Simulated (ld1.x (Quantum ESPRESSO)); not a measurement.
Au: ultrasoft pseudisation with LDA (PZ), scalar-relativistic reference atom.

- Element: Au
- Generator: ld1.x (Quantum ESPRESSO) 7.5
- Type: ultrasoft
- Functional: LDA (PZ)
- Relativity: scalar-relativistic
- Frozen core: [Kr] 4d10 4f14
- Valence charge: 19
- Reference configuration: 5s2 5p6 5d10 6s0 6p1
- Partial waves: 5s (bound): rcut 1.60, rcutus 1.75 bohr; 6s (bound, empty): rcut 1.60, rcutus 1.75 bohr; 5p (bound): rcut 1.60, rcutus 1.80 bohr; 6p (bound): rcut 1.60, rcutus 1.80 bohr; 5d (bound): rcut 1.20, rcutus 1.55 bohr; 5d channel at -0.2 Ry: rcut 1.20, rcutus 1.55 bohr
- Local potential: all-electron potential smoothed inside 1.35 bohr (lloc = -2)
- Core correction: none
- Augmentation charge: PSQ, inside the norm-conserving radii

Task: Is the overlap operator S = 1 + Σ q|β⟩⟨β| positive definite (Bessel basis up to 400 Ry)?

Result: No: its lowest eigenvalue is -0.079, in the p channel, so the generalised eigenproblem breaks down once the basis is large enough.

Task: Tests: 5s2 5p6 5d10 6s1 6p0; 5s2 5p6 5d10 6s0 6p0; 5s2 5p6 5d9 6s0 6p0; 5s2 5p6 5d9 6s1 6p1; 5s2 5p6 5d7 6s0 6p0; 5s2 5p6 5d9 6s2 6p0; 5s2 5p6 5d9 6s1 6p0. Which has the largest error in its energy relative to the reference configuration, and how large is it?

Result: 5s2 5p6 5d9 6s2 6p0, with -349 meV (all-electron minus pseudo) on -3.80 eV.

The ghost test of this file was not conclusive. Its overlap operator is not positive definite in a basis up to 400 Ry (lowest eigenvalue p -0.08), so the file is unfit for use: the generalised eigenproblem breaks down once the basis is large enough, and its test numbers describe a broken file.
